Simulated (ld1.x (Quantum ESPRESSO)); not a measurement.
Transferability test, ultrasoft potential for iron (Fe)

iron (Fe), ultrasoft, made with ld1.x (Quantum ESPRESSO) 7.5 (revPBE, scalar-relativistic). Core [Ar], reference 3d6 4s2 4p0. Waves: 4s (bound): rcut 2.00, rcutus 2.65 bohr; 4s channel at 2.45 Ry: rcut 2.00, rcutus 2.65 bohr; 4p (bound, empty): rcut 3.25, rcutus 3.75 bohr; 4p channel at 2.7 Ry: rcut 3.25, rcutus 3.75 bohr; 3d (bound): rcut 1.35, rcutus 1.60 bohr; 3d channel at 1.3 Ry: rcut 1.35, rcutus 1.60 bohr. Local part: all-electron potential smoothed inside 2.70 bohr (lloc = -2). Core correction: none. Augmentation charge: PSQ, radius 1.20 bohr.

Energies are relative to the spin-unpolarised reference configuration 3d6 4s2 4p0; without spin polarisation the order of configurations can differ from experiment. Not all tests gave a result: 1 of 7 tests not solved or not reliable. Left out of the table: 3d4 4s0 4p0 (solver errors, printed error -206 eV).

```json
{"valence configuration": "3d6 4s1 4p0", "charge": "+1", "ΔE all-electron (eV)": "8.637", "error AE − PS (meV)": "+9.7"}
{"valence configuration": "3d5 4s0 4p0", "charge": "+3", "ΔE all-electron (eV)": "58.792", "error AE − PS (meV)": "+120"}
{"valence configuration": "3d5 4s2 4p0", "charge": "+1", "ΔE all-electron (eV)": "14.146", "error AE − PS (meV)": "-18"}
{"valence configuration": "3d5 4s2 4p1", "charge": "0", "ΔE all-electron (eV)": "8.732", "error AE − PS (meV)": "-5.0"}
{"valence configuration": "3d6 4s0 4p2", "charge": "0", "ΔE all-electron (eV)": "8.392", "error AE − PS (meV)": "+25"}
```

(1) What are ΔE and the potential's error for 3d6 4s0 4p0?

Results:

(1) ΔE = 24.679 eV all-electron; the error (AE − PS) is +127 meV.
